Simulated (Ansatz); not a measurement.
Total energies of `F[SiH]([AlH2])[AlH][Cl]`.

Z-matrix (Å, degrees):
```
Si
Al 1 2.485
Al 1 2.434 2 85.2
F 1 1.614 2 122.3 3 118.8
H 1 1.495 2 116.5 3 -106.6
Cl 2 2.507 1 84.8 3 19.5
H 2 1.586 1 120.4 3 118.9
H 2 1.589 1 114.2 3 -79.1
H 3 1.582 1 155.7 2 146.3
```

Charge 0, multiplicity 1. The geometry is a stationary point of PBE0-D4/def2-TZVP. It is one conformer, not always the lowest. Basis def2-TZVPP, Ansatz 0.2.0.

RPA on PBE orbitals: Hartree–Fock energy of these orbitals -1334.15489 Eh, correlation -1.23644 Eh (frozen core).

```
             functional  energy without D4 (Eh)  D4 term (kJ/mol)
                   BLYP             -1336.97473             -52.9
                 r2SCAN             -1336.83785              -5.8
                   PBE0             -1336.39069             -21.8
                  B3LYP             -1337.07231             -41.5
                r2SCANh             -1336.82549              -6.4
                r2SCAN0             -1336.80826              -7.2
HSE06 (plane-wave form)             -1336.36000             -20.8
              CAM-B3LYP             -1336.99342             -22.9
                ωB97X-V             -1336.76268                 –
               PBE-QIDH             -1336.03288                 –
```

Task: Give the same for LDA (SPW92), PBE, revPBE, B97M-V, BHLYP, LC-ωPBE, ωB97M-V, B2PLYP. (Estimate.)

Result: Computed: 
```csv
functional,energy without D4 (Eh),D4 term (kJ/mol)
LDA (SPW92),-1331.57851,–
PBE,-1336.27696,-25.3
revPBE,-1336.70070,-58.9
B97M-V,-1336.65488,–
BHLYP,-1336.95636,-38.9
LC-ωPBE,-1336.54916,–
ωB97M-V,-1336.88137,–
B2PLYP,-1336.44924,–
```

B3LYP takes the VWN-RPA correlation (the form of Gaussian; ORCA's B3LYP/G). HSE06 is the plane-wave form, built on full-range PBE exchange. The double hybrids freeze the cores in their second-order part.

LC-ωPBE has ω = 0.4 bohr⁻¹.
